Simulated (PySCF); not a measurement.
**Bond curve of NbF**

Set-up: basis Nb def2-TZVPP with ECP28, F def2-TZVPP; scalar-relativistic core potentials; PySCF 2.14. Energies in eV from Nb (4d4 5s1) + F in their ground configurations at the same level. State: ⁵Π (quintet), unpaired electrons σ ↑, π ↑, δ ↑↑.

```csv
R (Å),M06-2X,PBE0,ωB97X-V
1.613,-4.636,,-4.696
1.688,-5.413,-5.178,-5.472
1.763,-5.843,-5.587,-5.903
1.820,-5.998,-5.729,-6.060
1.876,-6.048,-5.766,-6.111
1.932,-6.016,-5.724,-6.082
2.007,-5.882,-5.580,-5.953
2.101,-5.616,-5.308,-5.695
2.214,-5.214,-4.908,-5.308
2.364,-4.625,-4.332,-4.741
```

Task: Put a parabola through the three lowest points of the M06-2X curve and estimate Re, k and ωe (reduced mass 15.77 u; 1 eV/Å² = 0.16022 mdyn/Å; ωe = 1302.8·√(k/μ) cm⁻¹).

Result: Through R = 1.82, 1.876, 1.932 Å the second-order coefficient is 13.1 eV/Å², so Re ≈ 1.882 Å, k ≈ 4.19 mdyn/Å and ωe ≈ 671 cm⁻¹. A polynomial fit of higher order to the unrounded M06-2X energies gives Re = 1.879 Å, k = 4.00 mdyn/Å, ωe = 656 cm⁻¹; anharmonicity and rounding make the difference.

The higher-order fit for each curve: M06-2X: Re = 1.879 Å, ωe = 656 cm⁻¹, De = 6.05 eV; PBE0: Re = 1.872 Å, ωe = 661 cm⁻¹, De = 5.77 eV; ωB97X-V: Re = 1.881 Å, ωe = 651 cm⁻¹, De = 6.11 eV.

The metal atom is held in its measured ground configuration; semilocal functionals can put another filling of s and d lower by some tenths of an eV, and De to that atom would be smaller. Spin–orbit coupling is left out, which matters for elements this heavy, above all for dissociation energies. The state is the lowest single determinant that the PBE0 search found; with open d or f shells the true ground state can be another one.
